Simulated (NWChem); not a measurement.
Species: KF; SMILES [F][K]

Computed with NWChem. Geometry: optimised at B3LYP/6-31G* (spherical d).

Diagonal of the polarisability tensor at CAM-B3LYP/def2-SVPD, static: 14.34, 14.34, 18.75 bohr³.

Question: Find the mean polarisability volume, the molar refraction, and the refractive index that an ideal gas of it would have at 273.15 K and 1 atm.

Answer: 
1. Mean: one third of the trace = 15.81 bohr³ × 0.14818 Å³/bohr³ = 2.34 Å³.
2. Molar refraction (Lorentz-Lorenz): (4π/3) N_A α = 5.9 cm³/mol.
3. Number density p/kT = 2.687 × 10⁻⁵ Å⁻³; n − 1 = 2π N α = 3.95 × 10⁻⁴.
4. These hold the electronic response alone: vibrational and orientational terms add to the static dielectric constant.
